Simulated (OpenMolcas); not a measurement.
Co2+ with 6 ligands (fluoride) in octahedral coordination (Oh). A charge of +0.667 e stands 2.8 Å behind each ligand. Ligand basis ANO-RCC-VDZP.

```json
{
 "Program": "OpenMolcas 26.06",
 "Method": "SS-CASPT2, IPEA 0.25 Eh, imaginary shift 0.1 Eh (closed shells correlated: 3s 3p and the ligand valence shells)",
 "Basis": "ANO-RCC-VTZP [6s5p3d2f1g]",
 "Scalar Hamiltonian": "DKH2, point nucleus",
 "Active space": "7 electrons in 5 orbitals (3d)",
 "State averaging": "2S+1 = 4 even, 10 roots; 2S+1 = 2 even, 40 roots",
 "Spin-orbit coupling": "RASSI with atomic mean-field integrals over the reference wave functions"
}
```

All ligands move together. At R = 2.02 Å the first state of the same spin is 7460 cm-1, and at R = 2.14 Å it is 5440 cm-1.

Problem. A third run gives 6700 cm-1. What distance was it run at?

Solution. With a power law R^-n the two known points give n = -ln(5440 / 7460) / ln(2.14 / 2.02) = 5.47. Then R = 2.02 × (7460 / 6700)^(1/5.47) = 2.060 Å. The run was at 2.06 Å, so the estimate is off by 0 Å.

Roots that are degenerate in the reference are averaged as groups; the widest CASPT2 spread within a group is 180 cm-1 (the 3-fold group of multiplicity 2 near 59600 cm-1 above the lowest state of its run, R = 2.14). Shifts and gaps below about the spread of the groups concerned are not significant. Over all roots computed the reference weight is 0.70 to 0.71 in R = 2.02, 0.70 to 0.71 in R = 2.06, 0.70 to 0.71 in R = 2.14; a low but even weight reflects the number of correlated electrons. An orbital triplet at a regular site is open to Jahn-Teller coupling, which can distort the site and quench the lowest spin-orbit gaps and is left out. A single d shell leaves out the double-shell effect, which counts most for late 3d ions, where the CASPT2 field can be off either way by tens of per cent. Ligand-to-metal charge-transfer states are missing. These CASPT2 states fit no ligand-field parameters well, so their order and spin gaps are uncertain. For late 3d ions with one d shell CASPT2 can put B and the spin-flip bands somewhat low as well as high. With one d shell and no ligand orbital active, 10Dq can be off by tens of per cent for divalent 3d ions, low with halides held by bare charges and at times high in hosts. Free-ion shares, where given, are those of the reference states; single-state CASPT2 does not remix them. No measured value stands beside these numbers; the geometry is a model, was not optimised and need not be the one that this ion takes.
